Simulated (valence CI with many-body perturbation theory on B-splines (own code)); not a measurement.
**Ga8+: one-electron terms**

Calculated by valence CI with perturbative core correlation (CI+MBPT): five valence electrons over a frozen Dirac-Fock core [Ar], radial functions for each j: 7 s, 7 p, 8 d, 6 f, 4 g, 1 h, with the one-electron correlation potential Σ1 (screened to all orders), the two-electron term Σ2, the three-electron term Σ3, Breit, model QED; selected single and double excitations, second order for the rest, scaled by the run's own slope (own B-spline code, finite nucleus).

No measured levels were compared; by estimate terms of the open shell hold to 2 to 4 % of their energy, and close levels can change places; different configurations can be misplaced against each other by 1,000 to 8,000 cm⁻¹. Among the levels kept, up to 410 cm⁻¹ of a level comes from second order outside the variational space, and about a tenth of that is noise between levels of different J, which matters for small intervals. The list stops below the first excitations out of the core. Only levels of the ground parity were solved; by the run's estimate the other parity begins above the list, which can be wrong where configurations are misplaced.

These are the spectroscopic orbitals of the CI (the correlating ones are not listed), shaped by the core and the other valence electrons. h is the expectation value of the core's Dirac-Fock operator, without the valence repulsion; Σ1 is computed up to l = 3 at one energy for each symmetry, that of its lowest orbital but kept below the first core excitation, so for empty shells it is not the orbital's own correlation shift; Breit and QED include the response of the core.

```tsv
Orbital	h (hartree)	Σ1 (cm⁻¹)	Breit (cm⁻¹)	QED (cm⁻¹)	⟨r⟩ (bohr)
4s1/2	-7.815	-5421	193	143	1.457
5s1/2	-4.4586	-1757	83.5	61.6	2.602
6s1/2	-2.8883	-816	43.0	31.8	4.084
4p1/2	-7.1214	-4934	270	-15.0	1.543
5p1/2	-4.1411	-1736	124	-6.7	2.754
6p1/2	-2.7177	-840	66.1	-3.6	4.301
4p3/2	-7.0704	-4823	164	-3.8	1.556
5p3/2	-4.1186	-1711	75.3	-1.7	2.769
6p3/2	-2.7058	-830	41.1	-0.9	4.321
3d3/2	-12.877	-19107	281	-94.8	0.6304
4d3/2	-5.9642	-4038	71.8	-14.6	1.738
5d3/2	-3.622	-1720	35.1	-6.6	3.087
3d5/2	-12.846	-18914	-71.3	-77.5	0.6327
4d5/2	-5.956	-4022	9.0	-11.3	1.741
5d5/2	-3.6182	-1714	5.6	-5.1	3.090
4f5/2	-4.9819	-3315	-6.9	-2.2	1.886
5f5/2	-3.1902	-1831	-4.6	-1.5	3.341
4f7/2	-4.9815	-3278	-13.0	-1.7	1.886
5f7/2	-3.1898	-1806	-8.9	-1.2	3.341
5g7/2	-3.0662		-0.2	-0.1	3.047
5g9/2	-3.066		-0.3	0.0	3.047
```

Among the shells of the start configuration 3d5, Σ1 is largest in size for 3d3/2, where it is 0.68 % of h.

Lowest root of each symmetry, sizes in configuration state functions:

```tsv
J	Parity	Roots	Reference	Variational	Second order	Change by selected CI (cm⁻¹)	Change by second order (cm⁻¹)
1/2	even	5	48	28199	682980	-16751	-49
3/2	even	8	79	26623	2240037	-16529	-155
5/2	even	11	95	25844	3090778	-11536	-144
7/2	even	8	85	26145	2247256	-14378	-302
9/2	even	6	65	26187	2426770	-14371	-289
11/2	even	4	39	27725	2354264	-14486	-170
13/2	even	2	20	31746	1454847	-15482	-69
```
